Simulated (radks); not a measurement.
The numbers below are computed, except where a source is named.
Task: Valence configurations of Al2+ (all share [Ne]). Code: a radial shooting solver on a logarithmic mesh with Libxc functionals. Model: scalar-relativistic Kohn-Sham, PBEsol, spin-polarised, spherical densities, finite nucleus; open shells are filled with parallel spins first; Fermi nuclear charge, rms radius 3.061 fm. Order these by energy: 3s0.5 3p0.5; 3p1; 3s1.

Result: From the lowest, in eV above it: 3s1 0.000; 3s0.5 3p0.5 3.298; 3p1 6.583. NIST lists [Ne] 3s1 as the ground configuration; this level of theory agrees among the configurations tried. The energies are those of spherical high-spin densities, not of single terms.
